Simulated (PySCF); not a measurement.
All of these have the formula C5H6NP. Method used: TDDFT wB97X-D/def2-SVPD, vertical, gas phase, core orbitals frozen in the response (PySCF). Geometries: GFN2-xTB; one conformer of each isolated species. Triplets are in the Tamm–Dancoff approximation.

A. `Cc1ccpcn1`
B. `c1(pcccn1)C`
C. `c1cccn1P=C`

Lowest singlet levels (six at most, fewer where fewer were computed) with oscillator strengths:

1. 286 nm (f 0.001); 259 nm (f 0.228); 222 nm (f 0.037); 195 nm (f 0.021); 192 nm (f 0.011); 188 nm (f 0.006); T1 2.87 eV
2. 320 nm (f 0.005); 286 nm (f 0.001); 260 nm (f 0.082); 237 nm (f 0.096); 222 nm (f 0.009); 202 nm (f 0.007); T1 3.21 eV
3. 310 nm (f 0.004); 288 nm (f 0.001); 255 nm (f 0.071); 240 nm (f 0.180); 220 nm (f 0.012); 208 nm (f 0.003); T1 3.25 eV

**Question.** Which spectrum belongs to which structure?

**Answer.** 1 = C, 2 = B, 3 = A.
- A: S1 at 4.00 eV, HOMO→LUMO (96%); Löwdin shares by element: HOMO (one of a set within 0.03 eV) nitrogen 46%, phosphorus 22%, carbon 18% or more; LUMO carbon 46% or more, phosphorus 34% (atoms not listed hold the other 20%); HOMO -8.89 and LUMO -0.01 eV; point group Cs.
- B: S1 at 3.87 eV, HOMO→LUMO (98%); Löwdin shares by element: HOMO nitrogen 44%, phosphorus 24%, carbon 18% or more; LUMO carbon 38% or more, phosphorus 32%, nitrogen 9% (atoms not listed hold the other 21%); HOMO -8.84 and LUMO -0.10 eV.
- C: S1 at 4.33 eV, HOMO→LUMO (98%); Löwdin shares by element: HOMO carbon 84% or more (atoms not listed hold the other 16%); LUMO phosphorus 43%, carbon 32% or more, nitrogen 7% (atoms not listed hold the other 18%); HOMO -8.30 and LUMO -0.05 eV.
A and B have S1 within 0.14 eV of each other; their strongest listed levels stand at 5.17 eV (f 0.180) and 5.22 eV (f 0.096).
